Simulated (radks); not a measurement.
La, configuration [Xe] 5d3 (not the ground configuration). All-electron calculation, scalar-relativistic Kohn-Sham, PBE, spin-unpolarised, spherical densities, finite nucleus; Fermi nuclear charge, rms radius 4.855 fm. Program: a radial shooting solver on a logarithmic mesh with Libxc functionals.

Unscreened Slater integrals over Kohn-Sham orbitals (hartree).

| integral | value |
|---|---|
| F0(5d,5d) | 0.26440 |
| F2(5d,5d) | 0.12711 |
| F4(5d,5d) | 0.080946 |
| F0(5d,5p) | 0.33338 |
| F2(5d,5p) | 0.14129 |
| G1(5d,5p) | 0.15424 |
| G3(5d,5p) | 0.094017 |
| F0(5d,5s) | 0.34343 |
| G2(5d,5s) | 0.091043 |
| F0(5d,4d) | 0.36610 |
| F2(5d,4d) | 0.057903 |
| F4(5d,4d) | 0.022551 |
| G0(5d,4d) | 0.011576 |
| G2(5d,4d) | 0.013801 |
| G4(5d,4d) | 0.011333 |
| F0(5p,5p) | 0.49284 |
| F2(5p,5p) | 0.26492 |
| F0(5p,5s) | 0.52806 |
| G1(5p,5s) | 0.35222 |
| F0(5p,4d) | 0.61736 |
| F2(5p,4d) | 0.17540 |
| G1(5p,4d) | 0.049955 |
| G3(5p,4d) | 0.048392 |
| F0(5s,5s) | 0.57415 |
| F0(5s,4d) | 0.70193 |
| G2(5s,4d) | 0.078360 |
| F0(4d,4d) | 1.1738 |
| F2(4d,4d) | 0.59807 |
| F4(4d,4d) | 0.39988 |

Derived for the open shells (J is the average intra-shell exchange parameter used in DFT+U). 5d: Racah B = F2/49 - 5 F4/441 = 0.001676 hartree, C = 35 F4/441 = 0.006424 hartree, C/B = 3.83, F4/F2 = 0.637, J = (F2 + F4)/14 = 0.01486 hartree.
